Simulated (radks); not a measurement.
Excited configurations of K I: one electron is placed in a higher orbital outside [Ar]. The ground configuration is [Ar] 4s1. All-electron calculation, Dirac Kohn-Sham, BLYP, spin-unpolarised, spherical densities, point nucleus; open shells are shared between the two j in proportion to 2j + 1. Program: a radial shooting solver on a logarithmic mesh with Libxc functionals. Excitation = E - E(ground); binding = E(ion) - E, where the ion is the core of charge +1; n* = 1/sqrt(2 binding) in atomic units, and the quantum defect is n - n*. Eigenvalue and <r> are those of j = l + 1/2.

outer orbital  excitation (eV)  binding (eV)  quantum defect  <r> (bohr)
3d                       2.538         1.821           0.266       8.067
4p                       1.648         2.711           1.760       6.722
5s                       2.416         1.943           2.354       10.88

The Delta-SCF ionisation energy is 4.359 eV (NIST Atomic Spectra Database: 4.341 eV, measured). Self-interaction in the functional shifts the binding energies and quantum defects, so they are the method's values and not measured ones. Spin polarisation and multiplet splitting are left out, so open shells lie too high by an amount that depends on their filling.

Beside tabulated values, note that spin-unpolarised runs miss the spin-polarisation part of the exchange energy of open shells.
